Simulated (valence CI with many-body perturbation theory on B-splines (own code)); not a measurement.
The numbers below are computed, except where a source is named.
**Pm XXII: what the settings do**

Method: valence CI with perturbative core correlation (CI+MBPT): four valence electrons over a frozen Dirac-Fock core [Kr], a basis of 6 s, 6 p, 5 d, 5 f, 1 g functions for each j, with the one-electron correlation potential Σ1 (screened to all orders), the two-electron term Σ2, the three-electron term Σ3, Breit, model QED; selected single and double excitations, second order for the rest, scaled by the run's own slope (own B-spline code, finite nucleus).

No measured spectrum was set against this ion. As an estimate, terms of the open shell hold to 2 to 4 % of their energy, and close levels can change places. Only levels of the ground parity were solved; by the run's estimate the other parity begins above the list, which can be wrong where configurations are misplaced.

The reference run has the lowest level (4d3/2^4) J=0 and an ionisation energy of 652.314 eV. Its largest variational space holds 9697 state functions.

Levels are named by their leading jj configuration (3d3/2^4 stands for four electrons in 3d with j = 3/2), which in mixed levels can hold well under half, so a name can repeat and another be missing. Letters in brackets count levels of one name in rising energy.

Changed runs:
A. factor on the speed of light 1 → 10; QED terms on → off; Davidson tolerance 2e-05 → 0.001
B. scale of Σ1 1 → 1.1
C. highest l in the core sums 6 → 3
D. highest l in the core sums 6 → 1 (bad on purpose)

Excitation energies of the reference run in cm⁻¹, and shifts in cm⁻¹:

```csv
Level,Reference,A,B,C,D
(4d3/2^3 4d5/2) J=1,26926,-26879,+41,+168,+1556
(4d3/2^3 4d5/2) J=2,44257,-44117,+58,+228,+2386
(4d3/2^3 4d5/2) J=3,54114,-53835,+60,+238,+2864
(4d3/2^3 4d5/2) J=4,54513,,+47,+304,+3758
(4d3/2^2 4d5/2^2) J=0,78407,,+76,-94,-324
(4d3/2^2 4d5/2^2) J=4 [a],82052,-41255,+82,+465,+5515
(4d3/2^2 4d5/2^2) J=3 [a],89927,,+74,+335,+5099
(4d3/2^2 4d5/2^2) J=2 [a],91500,-44884,+66,+5.4,+2438
(4d3/2^2 4d5/2^2) J=5,97622,-56730,+84,+656,+8377
(4d3/2^2 4d5/2^2) J=1,101379,-54944,+84,-131,+884
(4d3/2^2 4d5/2^2) J=6,104642,-63639,+86,+818,+9906
(4d3/2^2 4d5/2^2) J=4 [b],112760,,+87,+381,+6446
Ionisation energy (eV),652.314,+1.009,+0.242,+0.840,-0.847
```

A blank means that the level has no clear partner in that run.
